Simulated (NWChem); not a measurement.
Molecule: CH2F2OSi; SMILES C(=O)[SiH](F)F

```xyz
7

O      0.1794     2.3375     0.0000
C     -0.5128     1.3349     0.0000
Si     0.3286    -0.4042     0.0000
F     -0.1737    -1.2311     1.3118
F     -0.1737    -1.2311    -1.3118
H     -1.6478     1.4084     0.0000
H      1.8154    -0.2991     0.0000
```
Atoms are numbered in this order, from 1.

Program: NWChem. Geometry: optimised at PBE-D3(BJ)/def2-SVP.

Task: Estimate the computed values for RPBE/def2-SVP. Quantities: highest occupied level (eV); orbital gap (eV); dipole (D).

Result: 
```json
{
 "highest occupied level (eV)": "-5.95",
 "orbital gap (eV)": "2.72",
 "dipole (D)": "0.33"
}
```
